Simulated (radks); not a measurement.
Results of a calculation; reference values are marked as such.
Nd25+, 35 electrons, occupied as [Ar] 3d10 4s1 4p5 5p1 (not the ground configuration). Level of theory: Dirac Kohn-Sham, LDA (Slater exchange, Perdew-Wang correlation), spin-unpolarised, spherical densities, point nucleus; open shells are shared between the two j in proportion to 2j + 1 (a radial shooting solver on a logarithmic mesh with Libxc functionals).

Unscreened Slater integrals over Kohn-Sham orbitals (cm^-1). Large and small components are both included. Empty in this configuration: 4d3/2.

integral,value
"F0(5p3/2,5p3/2)",194570
"F2(5p3/2,5p3/2)",102830
"F0(5p3/2,5p1/2)",196930
"G2(5p3/2,5p1/2)",103310
"F0(5p3/2,4p3/2)",233430
"F2(5p3/2,4p3/2)",85286
"G0(5p3/2,4p3/2)",18651
"G2(5p3/2,4p3/2)",24434
"F0(5p3/2,4p1/2)",235150
"G2(5p3/2,4p1/2)",24885
"F0(5p3/2,4d3/2)",233550
"F2(5p3/2,4d3/2)",85057
"G1(5p3/2,4d3/2)",23948
"G3(5p3/2,4d3/2)",24779
"F0(5p1/2,5p1/2)",199440
"F0(5p1/2,4p3/2)",237920
"G2(5p1/2,4p3/2)",24818
"F0(5p1/2,4p1/2)",239710
"G0(5p1/2,4p1/2)",19190
"F0(5p1/2,4d3/2)",238060
"G1(5p1/2,4d3/2)",25224
"F0(4p3/2,4p3/2)",343590
"F2(4p3/2,4p3/2)",179810
"F0(4p3/2,4p1/2)",349140
"G2(4p3/2,4p1/2)",181200
"F0(4p3/2,4d3/2)",343570
"F2(4p3/2,4d3/2)",176680
"G1(4p3/2,4d3/2)",219370
"G3(4p3/2,4d3/2)",140610
"F0(4p1/2,4p1/2)",355120
"F0(4p1/2,4d3/2)",349260
"G1(4p1/2,4d3/2)",226300
"F0(4d3/2,4d3/2)",344420
"F2(4d3/2,4d3/2)",175950
